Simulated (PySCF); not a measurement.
Where the electron goes

Species: CH10FNSi3.
Numbering: `[NH2:1][SiH2:2][SiH2:3][C@@H:4]([F:5])[SiH3:6]` (hydrogens: H7, H8 on N1; H9, H10 on Si2; H11, H12 on Si3; H13 on C4; H14, H15, H16 on Si6)

Geometry (GFN2-xTB, Å), atoms numbered from 1 in this order:
```
atom  x, y, z in Å
N1     3.3342   -0.3009   -0.2943
Si2    2.0859    0.0356    0.8509
Si3    0.1216   -0.1682   -0.3425
C4    -1.3462    0.0809    0.8751
F5    -1.0575    1.2288    1.6390
Si6   -3.1029    0.2943    0.1500
H7     3.2651   -1.1200   -0.8755
H8     4.2930   -0.1689   -0.0165
H9     2.4231    1.3764    1.3359
H10    2.1129   -0.8482    2.0393
H11   -0.0764    0.8031   -1.4281
H12   -0.1450   -1.4861   -0.9498
H13   -1.3506   -0.7355    1.6070
H14   -3.4360   -0.9578   -0.5285
H15   -4.0375    0.5571    1.2443
H16   -3.0914    1.4184   -0.7828
```

Computed, not measured: PySCF, TDDFT wB97X-D/def2-SVPD, vertical, gas phase, core orbitals frozen in the response.

Frontier orbitals with the atoms that hold most of them (Löwdin shares over 4%, at most four atoms; ? is withheld):

```
orbital  ε (eV)                              atoms
 HOMO-3  -11.02   F5 19%, C4 17%, Si6 13%, Si3 13%
 HOMO-2  -10.69   Si3 24%, C4 16%, F5 16%, Si2 11%
 HOMO-1   -9.88    C4 24%, N1 14%, F5 14%, Si3 13%
   HOMO   -9.30                                  ?
   LUMO    1.15                                  ?
 LUMO+1    1.92   Si3 28%, Si2 23%, H11 9%, Si6 9%
 LUMO+2    2.00  Si3 19%, Si2 18%, Si6 13%, C4 10%
```

Problem. Give the leading atoms of the LUMO.

Solution. Si2 (bonded to N, Si and 2 H) 24%; Si3 (bonded to C, Si and 2 H) 22%; N1 (bonded to Si and 2 H) 7%; H12 (bonded to Si) 7%. By element: silicon 46% or more, nitrogen 7%, hydrogen 7% or more.

Problem. Give the leading atoms of the HOMO.

Solution. N1 (bonded to Si and 2 H) 48%; Si2 (bonded to N, Si and 2 H) 16%; H10 (bonded to Si) 10%; Si3 (bonded to C, Si and 2 H) 7%. By element: nitrogen 48%, silicon 23% or more, hydrogen 10% or more.

Problem. The HOMO–LUMO gap is 10.45 eV. Where does the response calculation put the lowest singlet, and from which orbitals?

Solution. S1 is at 5.88 eV (f = 0.0053), 4.57 eV below the gap, made of HOMO→LUMO (88%). Without the coupling terms of the response equations the lowest excitation would equal the gap.

Next come S2 at 6.75 eV (f 0.053), HOMO-1→LUMO (63%), HOMO→LUMO+2 (12%), HOMO-1→LUMO+2 (8%); S3 at 6.94 eV (f 0.034), HOMO→LUMO+1 (69%); S4 at 7.27 eV (f 0.068), HOMO-1→LUMO+2 (36%), HOMO→LUMO+2 (10%), HOMO-1→LUMO (9%); S5 at 7.39 eV (f 0.054), HOMO-2→LUMO (53%), HOMO→LUMO+2 (11%).

One conformer stands for the species.
